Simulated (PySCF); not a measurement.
This PySCF input asks for the NMR shieldings of SMILES C/C=C/P(NC)C(F)(F)F, C5H9F3NP; the geometry comes from PBE0-D3(BJ)/def2-SVP.

```python
import basis_set_exchange as bse
import numpy as np
from pyscf import gto, dft
from pyscf.prop import nmr

atoms = """
C     3.251329    0.238317   -0.071210
C     1.790290    0.278676    0.223383
C     0.978587   -0.785308    0.249506
P    -0.770207   -0.733750    0.721298
N    -1.184610    0.854639    0.294467
C    -2.416032    1.445067    0.772502
C    -1.413086   -1.683199   -0.791979
F    -0.937855   -2.933098   -0.825701
F    -2.749889   -1.752464   -0.751213
F    -1.091754   -1.100209   -1.956194
H     3.495474    0.873287   -0.939135
H     3.600953   -0.782775   -0.280638
H     3.833104    0.636086    0.777368
H     1.355970    1.263288    0.441015
H     1.378470   -1.789219    0.057411
H    -0.916500    1.138187   -0.645947
H    -3.302794    1.174820    0.170385
H    -2.602686    1.110172    1.803740
H    -2.333198    2.543314    0.790687
"""
names = dict.fromkeys(["C", "P", "N", "F", "H"], "pcSseg-1")
basis = {el: gto.basis.parse(bse.get_basis(n, elements=[el], fmt="nwchem")) for el, n in names.items()}
mol = gto.M(atom=atoms, basis=basis, charge=0, verbose=0)
mf = dft.RKS(mol, xc="PBE0")
mf.grids.level = 2
mf.grids.alignment = dft.numint.BLKSIZE   # the property module wants whole blocks of grid points
mf.conv_tol = 1e-9
mf.kernel()

calc = nmr.RKS(mf)   # GIAO
C = mf.mo_coeff
Co = C[:, mf.mo_occ > 0]
resp = mf.gen_response(singlet=True, hermi=2)
def vind(x):   # induced exchange potential for any number of trial vectors
    d = np.einsum("pi,xij,qj->xpq", C, 2 * x.reshape(-1, C.shape[1], Co.shape[1]), Co, optimize=True)
    return np.einsum("xpq,pi,qj->xij", resp(d - d.transpose(0, 2, 1)), C, Co, optimize=True).ravel()
mo1, _ = nmr.rhf.solve_mo1(calc, with_cphf=vind)
sigma = calc.kernel(mo1)
for i, s in enumerate(sigma):   # ppm
    print("%2d %-2s %9.2f" % (i, mol.atom_pure_symbol(i), np.trace(s) / 3))
```

Question: What does it print?

Answer: 
```
 0 C     160.79
 1 C      38.58
 2 C      52.10
 3 P     284.47
 4 N     233.23
 5 C     149.46
 6 C      49.11
 7 F     260.95
 8 F     251.88
 9 F     265.37
10 H      29.24
11 H      29.30
12 H      29.22
13 H      25.00
14 H      25.33
15 H      30.34
16 H      28.32
17 H      28.53
18 H      28.26
```

These numbers come from an equivalent density-fitted implementation of the same equations, which agrees with the script to about 0.01 ppm for H and up to a few tenths of a ppm for heavy atoms, so last digits may differ.

Size and cost of the density-fitted run: 222 basis functions, 48 s wall time on 1 thread of an Arm Neoverse V1, shared host; peak memory 1 GiB.
